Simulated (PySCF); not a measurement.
Electronic absorption of C5H8P2

Compound: C5H8P2.
Cartesian coordinates in Å at the GFN2-xTB level; atoms count from 1:
```xyz
15
C5H8P2 angstrom
P      2.792    0.589    0.065
P      1.133   -0.768   -0.329
C      0.234   -0.543    1.229
C     -1.070   -0.308    1.267
C     -1.922   -0.154    0.042
C     -1.188    0.519   -1.079
C      0.106    0.354   -1.316
H      3.512   -0.396    0.740
H      3.412    0.273   -1.144
H      0.815   -0.657    2.135
H     -1.580   -0.198    2.215
H     -2.244   -1.148   -0.292
H     -2.824    0.411    0.286
H     -1.777    1.181   -1.699
H      0.597    0.853   -2.142
```

Theory: TDDFT wB97X-D/def2-SVPD, vertical, gas phase, core orbitals frozen in the response in PySCF 2.14.0, density-fitted response routines.

| state | E (eV) | E (hartree) | f | \|μ\| (D) | symmetry | main configurations (H = HOMO, L = LUMO) |
| --- | --- | --- | --- | --- | --- | --- |
| S1 | 4.92 | 0.1807 | 0.014 | 0.86 | A″ | H→L+1 (98%) |
| S2 | 5.19 | 0.1907 | 0.264 | 3.66 | A′ | H→L (93%) |
| S3 | 5.73 | 0.2106 | 0.020 | 0.96 | A′ | H→L+2 (92%) |
| S4 | 6.00 | 0.2205 | 0.026 | 1.06 | A″ | H→L+4 (84%) |
| S5 | 6.50 | 0.2389 | 0.028 | 1.07 | A′ | H→L+5 (52%), H→L+3 (23%), H-1→L+1 (11%) |
| S6 | 6.65 | 0.2444 | 0.015 | 0.78 | A′ | H-2→L (64%), H→L+5 (11%) |
| S7 | 6.68 | 0.2455 | 0.0003 | 0.10 | – | H-1→L (83%) |
| S8 | 6.74 | 0.2478 | 0.0060 | 0.48 | A″ | H→L+7 (40%), H-2→L+1 (39%), H-1→L (10%) |

Triplets, Tamm–Dancoff:

| state | E (eV) | λ (nm) | main configurations (H = HOMO, L = LUMO) |
| --- | --- | --- | --- |
| T1 | 4.00 | 309.8 | H→L (67%), H-1→L+1 (17%) |
| T2 | 4.01 | 308.8 | H→L+1 (69%), H-1→L (10%) |
| T3 | 4.56 | 271.9 | H→L+2 (36%), H→L (17%), H-1→L+1 (16%) |

The lowest singlet lies at 4.92 eV (252 nm, ultraviolet) and is weak; its leading configuration is HOMO→LUMO+1 (98%). The most intense listed level is S2 at 5.19 eV (239 nm, f = 0.264), 0.27 eV above S1. Löwdin shares by element: HOMO phosphorus 60%, carbon 16% or more (atoms not listed hold the other 24%); LUMO phosphorus 43%, carbon 21% or more (atoms not listed hold the other 36%). Orbital energies (eV): HOMO-3 -10.75, HOMO-2 -9.65, HOMO-1 -9.58, HOMO -7.80, LUMO 1.37, LUMO+1 1.41, LUMO+2 2.02. The listed states span 1.83 eV, and the widest gap between neighbours is 0.54 eV (S2 to S3). Weighted by f, the mean energy of these states is 5.45 eV. No computed singlet lies in the visible range (380 to 750 nm); the lowest, at 252 nm, stands 1.65 eV above its violet end (3.26 eV). Symmetry labels in Cs follow from the direction of the transition dipole and are given only for states with f of 0.002 or more. Only the lowest 8 singlets were computed, as vertical energies without vibronic structure.

Time: 39 s of wall time. Hardware: an Arm Neoverse V1 with one thread, shared host.

One conformer stands for the species.
